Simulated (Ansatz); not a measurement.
Reaction (cleavage of the Si–Si bond): `N[SiH2][SiH2][SeH]` + `N[Si](O)(F)F` → `N[SiH2]O[Si](N)(F)F` + `[SiH3][SeH]`

Isolated molecules relaxed with PBE0-D4/def2-TZVP in Ansatz; ΔE leaves out vibrations. CBS: MP2 limit from def2 TZ/QZ plus the TZ coupled-cluster correction, frozen cores. DFT in def2-TZVPP. For Se outer-core shells are correlated without core-valence functions, which leaves a few kJ/mol of doubt a bond. Scalar relativity is left out up to krypton. Each species was taken in one conformer, which may not be the lowest.

`N[SiH2][SiH2][SeH]`:

Z-matrix (Å, degrees):
```
Si
Si 1 2.337
N 1 1.718 2 105.1
H 1 1.489 2 112.9 3 -118.6
H 1 1.498 2 107.3 3 124.3
Se 2 2.299 1 106.9 3 -47.8
H 2 1.486 1 112.9 3 65.1
H 2 1.488 1 113.6 3 -170.3
H 3 1.007 1 121.2 2 -173.8
H 3 1.009 1 118.4 2 41.4
H 6 1.470 2 93.2 1 -58.0
```

`N[Si](O)(F)F`:

```xyz
8

N     0.202    0.958    0.689
Si   -0.383   -0.366   -0.174
O     0.805   -1.233   -0.851
F    -1.197   -1.424    0.672
F    -1.402    0.216   -1.238
H     0.902    0.848    1.404
H    -0.386    1.757    0.860
H     1.459   -0.755   -1.362
```

`N[SiH2]O[Si](N)(F)F`:

Z-matrix (Å, degrees):
```
Si
O 1 1.638
N 1 1.717 2 112.0
H 1 1.481 2 106.7 3 119.7
H 1 1.481 2 107.6 3 -119.1
Si 2 1.608 1 144.3 3 6.7
H 3 1.007 1 120.3 2 -109.7
H 3 1.007 1 120.7 2 103.4
N 6 1.676 2 109.7 1 -2.7
F 6 1.584 2 109.5 1 121.0
F 6 1.584 2 109.1 1 -126.7
H 9 1.003 6 125.7 2 -179.4
H 9 1.008 6 119.2 2 -3.3
```

`[SiH3][SeH]`:

Cartesian coordinates in Å:
```
Si 0.172 0.513 0.197
Se -0.304 -1.075 -1.367
H -1.034 0.887 0.976
H 0.655 1.680 -0.580
H 1.229 0.053 1.132
H -0.718 -2.058 -0.357
```

```
              species  r2SCAN energy (Eh)
 `N[SiH2][SiH2][SeH]`         -3039.49831
       `N[Si](O)(F)F`          -621.19229
`N[SiH2]O[Si](N)(F)F`          -967.30236
        `[SiH3][SeH]`         -2693.43439
```

Task: Work out ΔE.

Result: ΔE = (-967.30236) + (-2693.43439) − (-3039.49831) − (-621.19229) = -0.04615 Eh = -1.26 eV. CCSD(T)/CBS gives -1.32 eV.

Largest T1 diagnostic among the species: 0.011.

From PBE to PBE0 (25 % exact exchange), in def2-TZVPP and without D4, ΔE moves by −0.09 eV. In def2-TZVPP, CCSD(T) changes the Hartree–Fock value by +0.26 eV (the triples alone add +0.04 eV) and MP2 by +0.22 eV.
